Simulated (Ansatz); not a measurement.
Born–Oppenheimer molecular dynamics of CH6BFOSi (11 atoms, charge 0, multiplicity 1). It starts from a relaxed structure.

Theory: RKS B3LYP/STO-3G (Ansatz).

```
ensemble                      : NVE (velocity Verlet)
time step                     : 0.25 fs
steps asked                   : 400
starting velocities drawn for : 300 K
masses                        : H 2.014 u
seed                          : 726785
```

First frame:

```xyz
11
Properties=species:S:1:pos:R:3
B -1.475 1.851 0.378
Si -0.252 0.532 -0.436
F 1.108 1.193 -1.091
O 0.237 -0.568 0.802
C 1.098 -1.617 0.255
H -1.574 2.941 -0.047
H -2.159 1.566 1.287
H -0.931 -0.197 -1.506
H 1.373 -2.292 1.090
H 2.044 -1.229 -0.185
H 0.598 -2.236 -0.526
```

Task: How far do the bonds stretch over the last three quarters of this one trajectory? (Pairs bonded in most of those frames.)

Result: 
```json
{"bond": "B1–Si2", "mean (Å)": "1.968", "spread (Å)": "0.019", "shortest": "1.94", "longest": "2.00"}
{"bond": "B1–H6", "mean (Å)": "1.173", "spread (Å)": "0.009", "shortest": "1.15", "longest": "1.19"}
{"bond": "B1–H7", "mean (Å)": "1.175", "spread (Å)": "0.014", "shortest": "1.15", "longest": "1.20"}
{"bond": "Si2–F3", "mean (Å)": "1.646", "spread (Å)": "0.009", "shortest": "1.63", "longest": "1.66"}
{"bond": "Si2–O4", "mean (Å)": "1.720", "spread (Å)": "0.020", "shortest": "1.68", "longest": "1.75"}
{"bond": "Si2–H8", "mean (Å)": "1.466", "spread (Å)": "0.030", "shortest": "1.42", "longest": "1.51"}
{"bond": "O4–C5", "mean (Å)": "1.461", "spread (Å)": "0.018", "shortest": "1.44", "longest": "1.49"}
{"bond": "C5–H9", "mean (Å)": "1.113", "spread (Å)": "0.024", "shortest": "1.06", "longest": "1.16"}
{"bond": "C5–H10", "mean (Å)": "1.114", "spread (Å)": "0.026", "shortest": "1.07", "longest": "1.16"}
{"bond": "C5–H11", "mean (Å)": "1.114", "spread (Å)": "0.028", "shortest": "1.07", "longest": "1.16"}
```

Mean temperature of the second half: 141 K. The conserved energy stayed within 0.029 meV per atom of its start (net change 0.0063 meV per atom), so the integration is sound. The temperature averaged 0.47 of the 300 K drawn at the start: a run that starts near a minimum puts about half its kinetic energy into the potential. A run of 0.1 ps of so small a system gives no equilibrium averages. Limits of this set-up: minimal basis.

Time of the run: 9.8 min on 1 thread of Arm Neoverse V1 (shared host), peak memory 0.086 GiB.
